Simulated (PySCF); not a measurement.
Geometries of 3 isomers of C6H8O2, from PBE0-D3(BJ)/def2-SVP geometry optimisation, gas phase in PySCF. One conformer each, no zero-point energy, no frequencies.

Question: Which isomer lies lowest at this level?
A.
```xyz
16
angstrom
O     -0.484    2.630   -0.364
C     -0.275    1.452   -0.222
C      1.057    0.918    0.270
C      1.346   -0.499   -0.214
C      0.248   -1.482    0.145
O      0.460   -2.658    0.301
C     -1.136   -0.877    0.295
C     -1.322    0.396   -0.523
H      1.842    1.633   -0.013
H      1.012    0.936    1.375
H      1.427   -0.510   -1.317
H      2.300   -0.892    0.165
H     -1.878   -1.651    0.053
H     -1.264   -0.656    1.370
H     -2.315    0.847   -0.389
H     -1.233    0.167   -1.601
```
B.
```xyz
16
angstrom
C      3.784    0.510    0.456
C      2.731    0.013   -0.185
O      1.464    0.264    0.260
C      0.422   -0.261   -0.436
O      0.559   -0.921   -1.433
C     -0.853    0.098    0.207
C     -2.013   -0.325   -0.312
C     -3.363   -0.039    0.237
H      4.789    0.298    0.089
H      3.666    1.128    1.349
H      2.779   -0.611   -1.081
H     -0.803    0.711    1.111
H     -1.951   -0.936   -1.221
H     -3.321    0.586    1.140
H     -3.988    0.471   -0.515
H     -3.887   -0.978    0.484
```
C.
```xyz
16
angstrom
C     -2.090   -1.191    0.527
O     -1.810    0.169    0.674
C     -1.077    0.717   -0.386
C      0.315    0.176   -0.485
C      1.285    0.119    0.572
C      2.395   -0.456    0.033
O      2.188   -0.756   -1.266
C      0.930   -0.379   -1.570
H     -2.698   -1.499    1.388
H     -2.664   -1.394   -0.400
H     -1.173   -1.808    0.501
H     -1.600    0.568   -1.352
H     -1.046    1.801   -0.195
H      1.152    0.458    1.597
H      3.373   -0.709    0.433
H      0.605   -0.560   -2.592
```

Answer: A. That is `O=C1CCC(=O)CC1` (1,4-cyclohexanedione), 24.5 kcal/mol below the next.

```json
{"SMILES": "O=C1CCC(=O)CC1", "atoms numbered as above": "[O:1]=[C:2]1[CH2:3][CH2:4][C:5](=[O:6])[CH2:7][CH2:8]1", "E (Eh)": "-383.20020", "relative (kcal/mol)": "0.0", "relative (kJ/mol)": "0.0", "dipole (D)": "0.03"}
{"SMILES": "C=COC(=O)/C=C/C", "atoms numbered as above": "[CH2:1]=[CH:2][O:3][C:4](=[O:5])/[CH:6]=[CH:7]/[CH3:8]", "E (Eh)": "-383.16112", "relative (kcal/mol)": "24.5", "relative (kJ/mol)": "102.6", "dipole (D)": "2.14"}
{"SMILES": "COCc1ccoc1", "atoms numbered as above": "[CH3:1][O:2][CH2:3][c:4]1[cH:5][cH:6][o:7][cH:8]1", "E (Eh)": "-383.14961", "relative (kcal/mol)": "31.7", "relative (kJ/mol)": "132.8", "dipole (D)": "0.71"}
```

As drawn, the lowest has a C=O bond, which the highest lacks; the highest has an aromatic ring, which the lowest lacks.
